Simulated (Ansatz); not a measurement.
All numbers were calculated with Ansatz.

A structure relaxed at PBE0-D4/def2-TZVP, charge 0, multiplicity 1:

| atom | x (Å) | y (Å) | z (Å) |
| --- | --- | --- | --- |
| B1 | 1.6502 | 0.0329 | -0.5199 |
| N2 | 0.3088 | -0.0795 | -0.1457 |
| Si3 | -1.2632 | -0.7865 | -0.1035 |
| C4 | -0.5309 | 0.6874 | 0.7481 |
| F5 | -0.8196 | 1.9511 | 0.3051 |
| H6 | 2.1023 | -0.7671 | -1.2865 |
| H7 | 2.3124 | 0.9187 | -0.0611 |
| H8 | -1.4156 | -2.1025 | 0.5548 |
| H9 | -2.1366 | -0.5894 | -1.2779 |
| H10 | -0.2079 | 0.7349 | 1.7866 |

Task: Give its formula and SMILES.

Result: CH5BFNSi, `BN1[SiH2]C1F`.

Task: Summarise the bond lengths by kind.

Result: 1 × B–N 1.397 Å; 2 × B–H 1.197 Å; 1 × N–Si 1.724 Å; 1 × C–N 1.446 Å; 1 × C–Si 1.853 Å; 2 × H–Si 1.477 to 1.479 Å; 1 × C–F 1.370 Å; 1 × C–H 1.089 Å.
